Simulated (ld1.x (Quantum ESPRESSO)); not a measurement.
**u(r) = r·R(r): atom against pseudo-atom (Be (Z = 4))**

Columns: radius, all-electron u(r) and pseudo u(r) of the 2s shell (level -5.77 eV) of beryllium in the configuration [He] 2s1.75 2p0.25; PBE, scalar-relativistic, TM scheme, ld1.x (Quantum ESPRESSO) 7.5.

| r (bohr) | all-electron | pseudo |
| --- | --- | --- |
| 0.210 | 0.2542 | -0.0604 |
| 0.420 | 0.1531 | -0.1234 |
| 0.630 | -0.0334 | -0.1932 |
| 0.840 | -0.2159 | -0.2760 |
| 1.050 | -0.3659 | -0.3763 |
| 1.260 | -0.4800 | -0.4803 |
| 1.470 | -0.5606 | -0.5606 |
| 1.680 | -0.6103 | -0.6103 |
| 1.890 | -0.6344 | -0.6344 |
| 2.100 | -0.6380 | -0.6380 |
| 2.310 | -0.6261 | -0.6261 |
| 2.520 | -0.6030 | -0.6030 |
| 2.730 | -0.5721 | -0.5721 |
| 2.940 | -0.5364 | -0.5364 |
| 3.150 | -0.4981 | -0.4981 |
| 3.360 | -0.4590 | -0.4590 |
| 3.570 | -0.4201 | -0.4201 |
| 3.780 | -0.3825 | -0.3825 |
| 3.990 | -0.3468 | -0.3468 |
| 4.200 | -0.3132 | -0.3132 |
| 4.410 | -0.2820 | -0.2820 |
| 4.620 | -0.2533 | -0.2533 |
| 4.830 | -0.2269 | -0.2269 |
| 5.040 | -0.2029 | -0.2029 |
| 5.250 | -0.1811 | -0.1811 |
| 5.460 | -0.1614 | -0.1614 |

Problem. How many radial nodes do the two functions have?

Solution. The all-electron 2s function has n − l − 1 = 1; the pseudo-wave has 0, since the states of the same l below it are removed with the core.

Problem. At about which radius was the pseudo-wave matched?

Solution. 1.40 bohr, where the columns begin to agree (steps of 0.21 bohr).

Problem. Is the pseudo-wave norm-conserving?

Solution. Yes: the TM scheme keeps the norm inside the radius equal to the all-electron one, which fixes the energy derivative of the logarithmic derivative at the level.
